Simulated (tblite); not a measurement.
Start geometry of `O1CC(C1)C(N[CH2])=O` [radical] from a force field or distance geometry (Å):
```
atom  x, y, z in Å
C1     2.792    0.010   -0.015
N2     1.361    0.113   -0.155
C3     0.580   -0.122    1.025
O4     1.215   -0.379    2.069
C5    -0.894   -0.040    0.972
C6    -1.607   -0.979    0.033
O7    -1.709    0.004   -0.985
C8    -1.363    0.978   -0.013
H9     3.359    0.924   -0.099
H10    3.227   -0.903   -0.403
H11    0.920    0.332   -1.056
H12   -1.419   -0.009    1.952
H13   -1.002   -1.804   -0.352
H14   -2.644   -1.257    0.348
H15   -0.569    1.623   -0.460
H16   -2.254    1.517    0.395
```

What comes out of this run: GFN2-xTB geometry optimisation, gas phase in tblite 0.8.0?

```
atom  x, y, z in Å
C1     2.6454   -0.0392   -0.2101
N2     1.3026   -0.0057   -0.0786
C3     0.6331   -0.1579    1.1115
O4     1.2042   -0.3352    2.1745
C5    -0.8725   -0.0813    0.9690
C6    -1.4541   -0.9251   -0.1792
O7    -1.6061    0.2401   -0.9971
C8    -1.3787    1.1012    0.1238
H9     3.0811    0.0928   -1.1778
H10    3.2304   -0.1944    0.6732
H11    0.7458    0.1407   -0.9130
H12   -1.3265   -0.2108    1.9497
H13   -0.8031   -1.6755   -0.6337
H14   -2.4237   -1.3754    0.0527
H15   -0.6698    1.9024   -0.0981
H16   -2.3154    1.5324    0.4892
```

The energy falls by 1.421 eV over 104 L-BFGS steps, the largest force on an atom goes from 3.84 to 0.007 eV/Å, and the atoms move by 0.531 Å rms after alignment. The bond that changes most is C1–N2 (ends: carbon bonded to N and 2 H; nitrogen bonded to 2 C and H), which shortens by 0.092 Å. Bonds longer at the end by more than 0.005 Å: 5 of 16; shorter: 10. Among the angles that change most is C1–N2–C3, from 116.7° to 124.5°. Among the dihedrals that turn most is H10–C1–N2–H11, from -76° to 180°. Rotational constants go from 4061, 1480, 1269 to 3770, 1571, 1318 MHz. The orientation of the end geometry is arbitrary; only internal coordinates are fixed.

Its GFN2-xTB frequencies are all real (lowest 90 cm⁻¹). 3 starts were optimised and ended at 0.00, 1.73 and 2.22 kcal/mol (GFN2-xTB); the lowest of these is shown.

One conformer stands for the species.

The numbers are calculated, not measured.
